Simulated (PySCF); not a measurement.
Ligands exchanged one at a time, In H-OH. All species are isolated molecules in the gas phase. One relaxed conformer stands for each flexible species; it need not be the lowest. Strings in code marks are SMILES.

Computed with PySCF with B3LYP-D3(BJ)/def2-TZVP. B3LYP has the VWN-RPA correlation part, as in Gaussian. Excitations are Tamm–Dancoff values on a coarser integration grid. The basis has no diffuse functions, so Rydberg states are missing or too high.

| species | HOMO–LUMO gap (eV) | S1 oscillator strength | S1 excitation (TDA) (eV) | S1–T1 gap (TDA) (eV) |
|---|---|---|---|---|
| 0 of 3 H replaced by OH | 5.80 | – | – | – |
| 1 of 3 H replaced by OH (`[OH][InH2]`) | 6.16 | 0.004 | [?] | 0.41 |
| 2 of 3 H replaced by OH (`[OH][InH][OH]` (H–O–In–O torsion 0°, O–In–O–H torsion 0°)) | [?] | 0.000 | 5.25 | 0.37 |
| 3 of 3 H replaced by OH | 6.03 | 0.000 | 4.75 | [?] |

Problem. Some entries are withheld; supply them.

Solution. 
- 1 of 3 H replaced by OH (`[OH][InH2]`), S1 excitation (TDA) (eV): 5.09
- 2 of 3 H replaced by OH (`[OH][InH][OH]` (H–O–In–O torsion 0°, O–In–O–H torsion 0°)), HOMO–LUMO gap (eV): 6.49
- 3 of 3 H replaced by OH, S1–T1 gap (TDA) (eV): 0.38
